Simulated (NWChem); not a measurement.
System meant: CAlCl₂F₃; SMILES F[C](F)(F)[Al]([Cl])[Cl]

Input file for NWChem:

```
start job
memory heap 200 mb stack 900 mb global 1100 mb
geometry units angstroms noautoz
  Al    -0.005698    -0.592652    -0.002288
  C     -0.018862     1.425099    -0.027901
  F     -1.219844     1.948895    -0.382320
  F      0.908875     1.933127    -0.883227
  F      0.277524     1.907357     1.215619
  Cl    -1.807289    -1.661819     0.031428
  Cl     1.836918    -1.589444     0.039095
end
basis spherical
  * library def2-svp
end
dft
  xc b3lyp
  iterations 4
  mulliken
end
task dft energy
```

End of the output:

```
    Atom       Charge   Shell Charges
 -----------   ------   -------------------------------------------------------
    1 Al  13    12.78   2.00  1.93  0.64  0.24  5.81  0.96  0.75  0.46
    2 C    6     5.94   1.96  0.65  0.37  1.67  0.98  0.32
    3 F    9     9.08   1.98  1.03  0.74  3.22  2.11  0.01
    4 F    9     9.08   1.98  1.03  0.74  3.22  2.11  0.01
    5 F    9     9.09   1.98  1.03  0.74  3.22  2.11  0.01
    6 Cl  17    17.01   2.00  1.96  1.05  0.77  5.82  2.26  3.14  0.01
    7 Cl  17    17.01   2.00  1.96  1.05  0.77  5.82  2.26  3.14  0.01

 center of mass
 --------------
 x =  -0.00028719 y =   0.02528498 z =   0.00017724

 moments of inertia (a.u.)
 ------------------
        1702.542827259590          -0.000000000000          -0.000000000000
          -0.000000000000        1154.435180648388          -0.000000000001
          -0.000000000000          -0.000000000001        2531.050379408475

     Multipole analysis of the density
     ---------------------------------

     L   x y z        total         alpha         beta         nuclear
     -   - - -        -----         -----         ----         -------
     0   0 0 0     -0.000000    -40.000000    -40.000000     80.000000

     1   1 0 0     -0.028606     -0.014303     -0.014303      0.000000
     1   0 1 0     -0.373644     -0.186822     -0.186822      0.000000
     1   0 0 1     -0.053292     -0.026646     -0.026646      0.000000

     2   2 0 0    -45.414359   -262.699534   -262.699534    479.984709
     2   1 1 0     -0.019931     -0.060461     -0.060461      0.100991
     2   1 0 1     -0.003671     -0.002044     -0.002044      0.000417
     2   0 2 0    -46.850750   -393.391579   -393.391579    739.932409
     2   0 1 1     -0.009000     -0.003358     -0.003358     -0.002284
     2   0 0 2    -40.583389    -58.891826    -58.891826     77.200263

 ------------------------------------------------------------------------
 dft energy failed                                                                                  0
 ------------------------------------------------------------------------
 ------------------------------------------------------------------------
  current input line :
    20: task dft energy
 ------------------------------------------------------------------------
 ------------------------------------------------------------------------
 This type of error is most commonly associated with calculations not reaching convergence criteria
 ------------------------------------------------------------------------
 For more information see the NWChem manual at https://nwchemgit.github.io

0:dft energy failed:Received an Error in Communication
```

Q: Find the fault in this run and fix the input.

A: Convergence was not reached. Cause: the SCF was allowed too few iterations. This input runs:
```
start job
memory heap 200 mb stack 900 mb global 1100 mb
geometry units angstroms noautoz
  Al    -0.005698    -0.592652    -0.002288
  C     -0.018862     1.425099    -0.027901
  F     -1.219844     1.948895    -0.382320
  F      0.908875     1.933127    -0.883227
  F      0.277524     1.907357     1.215619
  Cl    -1.807289    -1.661819     0.031428
  Cl     1.836918    -1.589444     0.039095
end
basis spherical
  * library def2-svp
end
dft
  xc b3lyp
  iterations 150
  mulliken
end
task dft energy
```
It converges to -1500.02420 Ha (B3LYP/def2-SVP).
